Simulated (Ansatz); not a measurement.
Born–Oppenheimer molecular dynamics of C₃H₁₀B₂S (16 atoms, charge 0, multiplicity 1). It starts from a relaxed structure.

Theory: Ansatz, RKS B3LYP/6-31G.

```
ensemble        : NVT, Langevin thermostat
time step       : 2 fs
steps asked     : 40
set temperature : 100 K
friction        : 0.001 /fs
seed            : 979248
```

Frames 4 fs apart, positions in Å, forces in eV/Å.

Velocities at 0.0 fs (Å/ps):

```
B 0.78 -2.43 -0.39
S -1.19 0.44 -1.81
C 1.38 -0.08 3.32
C -0.83 0.49 2.68
B -2.60 1.61 -0.64
C 2.28 -2.15 -0.61
H 3.23 7.30 -0.01
H -6.15 -0.08 -11.80
H 6.57 1.04 -10.99
H 17.65 9.85 4.22
H -17.31 9.75 5.78
H 12.40 -3.35 -0.55
H 9.36 -3.21 -21.23
H -3.23 10.26 15.03
H 8.19 0.34 8.81
H -7.09 -16.34 15.17
```

```xyz
16
Properties=species:S:1:pos:R:3:forces:R:3 time_fs=0.0 energy_less_start_eV=0.000 T=94
B -0.544 -2.479 -0.707 0.01 -0.01 0.00
S -0.070 -0.952 -1.556 0.00 0.00 0.00
C 0.728 0.191 -0.156 0.00 0.00 0.00
C 1.893 0.965 -0.767 0.00 0.00 0.00
B -0.592 0.976 0.198 0.01 0.01 0.00
C -1.525 0.611 1.403 0.00 0.00 0.00
H -0.352 -2.619 0.459 -0.01 0.00 0.00
H -1.034 -3.322 -1.386 0.00 0.00 0.00
H 1.064 -0.514 0.611 0.00 0.00 0.00
H 2.330 1.625 -0.006 0.00 0.00 0.00
H 2.685 0.301 -1.130 0.00 0.00 0.00
H 1.560 1.594 -1.599 0.00 0.00 0.00
H -0.869 1.911 -0.503 0.00 0.00 0.00
H -1.396 1.395 2.171 0.00 0.00 0.00
H -1.311 -0.352 1.880 0.00 0.00 0.00
H -2.588 0.646 1.131 0.00 0.00 0.00
16
Properties=species:S:1:pos:R:3:forces:R:3 time_fs=4.0 energy_less_start_eV=0.094 T=57
B -0.541 -2.490 -0.709 -0.13 0.14 -0.45
S -0.075 -0.950 -1.563 0.04 -0.02 0.16
C 0.732 0.193 -0.143 -0.26 0.35 -0.26
C 1.889 0.971 -0.753 0.37 0.57 0.32
B -0.601 0.983 0.196 0.34 -0.13 -0.36
C -1.517 0.604 1.405 -0.44 0.51 1.03
H -0.341 -2.594 0.456 -0.03 -0.17 0.03
H -1.052 -3.316 -1.422 0.19 0.16 0.36
H 1.094 -0.524 0.587 -0.05 -0.15 0.31
H 2.383 1.643 -0.006 -0.49 -0.42 -0.32
H 2.654 0.306 -1.121 0.52 -0.46 -0.14
H 1.599 1.588 -1.604 -0.29 0.17 0.00
H -0.832 1.893 -0.576 -0.15 -0.19 0.39
H -1.411 1.410 2.204 -0.02 -0.61 -0.74
H -1.279 -0.346 1.909 0.14 0.12 -0.17
H -2.603 0.584 1.192 0.27 0.13 -0.16
16
Properties=species:S:1:pos:R:3:forces:R:3 time_fs=8.0 energy_less_start_eV=0.173 T=26
B -0.539 -2.501 -0.716 0.23 0.86 0.06
S -0.079 -0.949 -1.570 0.08 -0.02 0.33
C 0.734 0.199 -0.133 0.01 -0.25 0.13
C 1.889 0.981 -0.740 0.81 -1.39 -1.66
B -0.606 0.986 0.191 0.40 -0.78 0.06
C -1.512 0.602 1.416 -0.10 -0.75 -0.63
H -0.331 -2.594 0.452 -0.05 -0.19 -0.06
H -1.045 -3.298 -1.411 -0.14 -0.41 -0.11
H 1.115 -0.547 0.598 -0.40 0.45 -0.21
H 2.381 1.614 -0.031 0.22 0.53 0.79
H 2.680 0.258 -1.128 -0.74 0.80 0.39
H 1.599 1.604 -1.604 -0.14 -0.15 0.30
H -0.815 1.854 -0.597 -0.35 0.27 0.10
H -1.429 1.363 2.155 0.21 1.12 0.94
H -1.229 -0.328 1.915 0.17 -0.16 -0.08
H -2.584 0.540 1.226 -0.22 0.07 -0.36
16
Properties=species:S:1:pos:R:3:forces:R:3 time_fs=12.0 energy_less_start_eV=0.115 T=50
B -0.534 -2.502 -0.724 0.01 0.41 -0.15
S -0.083 -0.949 -1.575 0.09 -0.02 0.42
C 0.736 0.203 -0.121 -0.26 0.43 -0.76
C 1.900 0.978 -0.742 -0.49 0.70 1.02
B -0.606 0.979 0.187 0.16 -0.44 0.11
C -1.508 0.595 1.422 0.09 0.66 0.49
H -0.326 -2.624 0.439 0.00 -0.08 0.02
H -1.051 -3.329 -1.401 0.05 -0.05 0.02
H 1.088 -0.523 0.593 0.04 -0.33 0.50
H 2.390 1.634 0.024 -0.42 -0.39 -0.41
H 2.632 0.299 -1.095 1.05 -0.72 -0.53
H 1.572 1.606 -1.564 -0.10 0.21 -0.19
H -0.847 1.849 -0.596 -0.24 0.15 0.13
H -1.418 1.430 2.190 -0.07 -0.71 -0.65
H -1.163 -0.331 1.906 -0.16 0.12 0.03
H -2.588 0.511 1.208 0.25 0.07 -0.04
16
Properties=species:S:1:pos:R:3:forces:R:3 time_fs=16.0 energy_less_start_eV=0.081 T=61
B -0.529 -2.499 -0.733 -0.17 -0.20 -0.08
S -0.087 -0.949 -1.579 0.11 0.04 0.49
C 0.736 0.211 -0.117 0.13 -0.53 -0.22
C 1.907 0.979 -0.735 -0.03 -0.69 -0.23
B -0.603 0.966 0.185 -0.40 0.26 -0.01
C -1.504 0.594 1.432 0.66 0.06 -0.39
H -0.324 -2.667 0.430 0.04 0.12 -0.06
H -1.048 -3.366 -1.385 0.19 0.32 0.05
H 1.056 -0.527 0.644 -0.09 0.32 -0.32
H 2.349 1.612 0.037 0.18 0.13 0.12
H 2.691 0.278 -1.117 -0.48 0.64 0.14
H 1.535 1.632 -1.536 0.27 -0.14 -0.01
H -0.913 1.862 -0.575 0.08 -0.23 0.25
H -1.413 1.424 2.159 -0.11 -0.14 -0.02
H -1.121 -0.323 1.897 -0.29 0.03 0.22
H -2.562 0.489 1.182 -0.11 0.02 0.06
16
Properties=species:S:1:pos:R:3:forces:R:3 time_fs=20.0 energy_less_start_eV=0.095 T=54
B -0.527 -2.498 -0.742 0.16 0.10 0.40
S -0.091 -0.948 -1.581 0.15 0.09 0.50
C 0.737 0.213 -0.119 -0.13 -0.36 -0.52
C 1.912 0.974 -0.728 -0.32 -0.09 0.00
B -0.606 0.956 0.183 -0.36 0.14 0.31
C -1.492 0.593 1.438 0.40 -0.58 -0.95
H -0.316 -2.694 0.415 0.06 0.24 -0.01
H -1.023 -3.360 -1.365 -0.16 -0.16 -0.45
H 1.013 -0.497 0.665 0.21 -0.10 -0.12
H 2.329 1.603 0.065 0.24 0.11 0.03
H 2.710 0.324 -1.129 -0.29 0.19 0.12
H 1.533 1.642 -1.513 0.26 -0.09 -0.04
H -0.968 1.847 -0.524 0.12 0.09 -0.19
H -1.423 1.412 2.136 -0.05 0.57 0.55
H -1.124 -0.312 1.920 -0.15 -0.17 0.30
H -2.545 0.472 1.170 -0.13 0.03 0.08
16
Properties=species:S:1:pos:R:3:forces:R:3 time_fs=24.0 energy_less_start_eV=0.132 T=45
B -0.522 -2.498 -0.748 -0.04 -0.28 -0.13
S -0.096 -0.947 -1.579 0.18 0.14 0.39
C 0.737 0.208 -0.128 -0.41 -0.14 -0.53
C 1.911 0.967 -0.720 -0.46 1.11 0.95
B -0.614 0.948 0.185 0.05 0.17 0.18
C -1.476 0.586 1.433 -0.32 0.26 1.05
H -0.300 -2.690 0.397 0.06 0.14 0.23
H -1.014 -3.368 -1.400 0.02 0.20 -0.10
H 0.998 -0.482 0.668 0.31 -0.33 0.01
H 2.340 1.605 0.094 -0.14 -0.33 -0.47
H 2.706 0.384 -1.133 0.58 -0.81 -0.19
H 1.567 1.642 -1.498 -0.10 0.24 -0.23
H -1.006 1.840 -0.501 0.16 0.10 -0.27
H -1.442 1.458 2.178 -0.04 -0.90 -0.88
H -1.153 -0.320 1.984 -0.08 0.30 -0.16
H -2.543 0.463 1.167 0.22 0.12 0.13
16
Properties=species:S:1:pos:R:3:forces:R:3 time_fs=28.0 energy_less_start_eV=0.144 T=43
B -0.519 -2.501 -0.755 0.01 -0.28 -0.05
S -0.101 -0.944 -1.575 0.22 0.20 0.21
C 0.730 0.202 -0.143 -0.18 -0.55 0.23
C 1.907 0.971 -0.706 0.73 -0.40 -1.52
B -0.621 0.944 0.189 0.25 0.25 -0.16
C -1.464 0.580 1.439 -0.62 -0.76 -0.13
H -0.276 -2.668 0.402 -0.07 0.00 -0.10
H -1.006 -3.352 -1.452 0.09 0.25 0.20
H 1.023 -0.505 0.664 -0.05 0.23 -0.55
H 2.344 1.572 0.074 0.28 0.40 0.60
H 2.755 0.351 -1.150 -1.10 0.39 0.63
H 1.595 1.667 -1.507 -0.01 -0.21 0.24
H -1.018 1.844 -0.519 0.26 -0.25 0.08
H -1.471 1.401 2.127 0.13 1.03 0.62
H -1.191 -0.294 2.030 0.32 -0.26 -0.12
H -2.520 0.466 1.181 -0.27 -0.04 -0.16
16
Properties=species:S:1:pos:R:3:forces:R:3 time_fs=32.0 energy_less_start_eV=0.097 T=60
B -0.516 -2.508 -0.762 0.34 0.46 0.25
S -0.105 -0.941 -1.570 0.19 0.19 -0.05
C 0.720 0.190 -0.157 -0.16 0.43 -0.33
C 1.910 0.973 -0.706 -0.43 0.87 0.76
B -0.624 0.942 0.191 0.54 -0.30 0.13
C -1.461 0.568 1.447 -0.92 0.66 0.56
H -0.262 -2.648 0.395 -0.12 -0.17 -0.11
H -0.988 -3.303 -1.483 -0.21 -0.38 -0.07
H 1.051 -0.512 0.595 0.04 -0.39 0.35
H 2.376 1.575 0.114 -0.38 -0.33 -0.39
H 2.677 0.347 -1.096 0.78 -0.79 -0.41
H 1.617 1.667 -1.489 -0.15 0.20 -0.18
H -0.996 1.820 -0.531 0.03 0.06 -0.04
H -1.484 1.453 2.134 0.18 -0.32 -0.30
H -1.188 -0.297 2.056 0.27 -0.10 -0.16
H -2.525 0.468 1.178 -0.01 -0.10 -0.02
16
Properties=species:S:1:pos:R:3:forces:R:3 time_fs=36.0 energy_less_start_eV=0.100 T=58
B -0.509 -2.510 -0.766 0.01 0.24 -0.47
S -0.107 -0.937 -1.566 0.12 0.14 -0.32
C 0.709 0.182 -0.172 0.44 -0.04 0.38
C 1.910 0.982 -0.703 0.06 -0.94 -0.35
B -0.620 0.937 0.195 0.26 -0.45 0.31
C -1.469 0.564 1.460 -0.44 0.71 0.30
H -0.264 -2.654 0.376 -0.03 -0.25 0.26
H -0.995 -3.298 -1.519 0.01 -0.08 0.28
H 1.080 -0.560 0.559 -0.34 0.30 -0.07
H 2.361 1.544 0.120 -0.01 0.07 0.06
H 2.671 0.257 -1.080 -0.28 0.68 0.02
H 1.620 1.685 -1.491 0.10 -0.08 -0.03
H -0.972 1.804 -0.547 -0.06 0.13 0.02
H -1.467 1.482 2.120 0.04 -0.71 -0.31
H -1.149 -0.311 2.057 -0.06 0.36 -0.28
H -2.532 0.454 1.170 0.18 -0.09 0.20
16
Properties=species:S:1:pos:R:3:forces:R:3 time_fs=40.0 energy_less_start_eV=0.137 T=44
B -0.503 -2.509 -0.775 -0.10 -0.13 -0.03
S -0.108 -0.933 -1.563 0.02 0.07 -0.54
C 0.702 0.175 -0.183 0.50 0.11 0.31
C 1.908 0.982 -0.703 -0.29 -0.96 -0.47
B -0.612 0.927 0.201 -0.36 0.01 0.05
C -1.483 0.568 1.474 0.43 -0.40 -1.62
H -0.274 -2.695 0.385 -0.04 -0.05 -0.20
H -1.001 -3.307 -1.520 0.12 0.09 0.30
H 1.071 -0.575 0.525 -0.16 0.14 0.23
H 2.342 1.523 0.136 0.13 0.20 0.12
H 2.649 0.243 -1.070 -0.02 0.63 -0.07
H 1.634 1.693 -1.497 0.12 -0.20 0.15
H -0.957 1.809 -0.557 0.04 -0.15 0.29
H -1.440 1.438 2.079 -0.11 1.11 1.06
H -1.114 -0.284 2.026 0.05 -0.38 0.31
H -2.524 0.426 1.190 -0.33 -0.07 0.08
16
Properties=species:S:1:pos:R:3:forces:R:3 time_fs=44.0 energy_less_start_eV=0.136 T=45
B -0.498 -2.509 -0.784 0.02 0.00 0.42
S -0.109 -0.928 -1.562 -0.06 -0.07 -0.63
C 0.702 0.170 -0.191 0.29 0.15 0.32
C 1.901 0.970 -0.706 -0.34 0.29 1.01
B -0.609 0.916 0.209 -0.47 0.21 0.08
C -1.491 0.570 1.473 0.56 0.56 0.37
H -0.292 -2.745 0.369 0.08 0.16 -0.13
H -0.995 -3.311 -1.486 -0.12 -0.21 -0.25
H 1.044 -0.572 0.521 0.11 -0.12 0.42
H 2.339 1.528 0.160 -0.25 -0.26 -0.57
H 2.646 0.302 -1.077 0.84 -0.53 -0.37
H 1.661 1.679 -1.487 -0.27 0.30 -0.24
H -0.943 1.799 -0.528 -0.07 0.11 0.01
H -1.434 1.492 2.149 -0.25 -1.02 -0.62
H -1.079 -0.293 2.027 -0.33 0.25 0.01
H -2.554 0.391 1.225 0.27 0.17 0.17
```

Of the whole run (80 fs, mean temperature of the second half 50 K): The mean temperature of the second half is 50 % below the set value. A step of 2 fs is long for free X–H stretches (periods near 10 fs) and can bias their spread and the temperature. A run of 0.08 ps of so small a system gives no equilibrium averages. Limits of this set-up: no polarisation functions.

The run took 2.5 min on 1 thread of Arm Neoverse V2, with other jobs on the host, peak memory 0.16 GiB.
